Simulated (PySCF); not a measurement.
**Correlation energy of He (helium, neutral)**

1s2, closed-shell 1S. All numbers are calculated (PySCF 2.14, the spin-free X2C one-electron Hamiltonian (Gaussian nucleus), in aug-cc-pVDZ-DK). Frozen: nothing; 2 electrons correlated.

With two correlated electrons CCSD is exact within the correlated space (frozen core and kept virtual orbitals).

```json
{"level": "CCSD", "correlation energy (mhartree)": "-33.85"}
```

Diagnostics: T1 = 0.0029, D1 = 0.0041, largest double amplitude 0.051.

Cost of the coupled-cluster step: roughly 0.03 core-seconds, for 2 correlated electrons.
